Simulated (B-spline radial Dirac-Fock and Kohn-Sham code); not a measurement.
Z = 50 (tin), transition energy 41.6 keV. These are calculated numbers from a radial B-spline solver; the model is a Dirac-Hartree-Slater potential of the neutral atom with a Latter tail (no hole, which puts coefficients of high multipoles low close above an edge), finite nucleus with surface currents. Subshells that would emit electrons below 1 keV are left out.

**Question.** A pure transition shows α(K) = 1.76, L1/L2 = 4.21 and L1/L3 = 2.73. What is its multipolarity?
A. E1
B. E2
C. E4
D. E3
E. M1
F. M4
G. M2
H. M3

**Answer.** A. For comparison, α(K), L1/L2, L1/L3 are E2 13.1, 0.144, 0.102; E3 64.5, 0.00719, 0.00535; E4 294, 0.00519, 0.00395; M1 6.18, 12.8, 49.0; M2 124, 9.68, 3.32; M3 1030, 6.84, 0.609; M4 6770, 5.17, 0.256.
